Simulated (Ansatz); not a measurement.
The cluster SnPt₂⁺. The state is a doublet with charge 1. Geometry r2SCAN-D4/def2-TZVP; atoms count from 1.

Cartesian coordinates in Å:
```
Pt -0.582 0.948 0.876
Pt 0.645 -1.090 0.632
Sn -0.063 0.142 -1.508
```

In the def2 sets Pt, Sn take a core potential; there is no spin–orbit coupling. The structure comes from a short search, and lower isomers may exist.

**Question.** Estimate the Mulliken populations from the PBE0/def2-TZVP orbitals of Ansatz.

**Answer.** 
| atom | charge (e) | spin (α − β) | d electrons |
| --- | --- | --- | --- |
| Pt1 | 0.27 | 0.54 | 8.83 |
| Pt2 | 0.27 | 0.54 | 8.83 |
| Sn3 | 0.45 | -0.08 | – |
Mulliken values depend strongly on the basis.

**Question.** Where does the spin sit?

**Answer.** Summed by element: Pt 1.08, Sn -0.08, of 1 unpaired in all. Largest on single atoms: Pt1 0.54, Pt2 0.54, Sn3 -0.08.

**Question.** And the Mayer bond orders between heavy atoms (over 0.3)?

**Answer.** Pt1–Pt2 1.36 (2.39 Å); Pt1–Sn3 1.05 (2.57 Å); Pt2–Sn3 1.05 (2.57 Å).
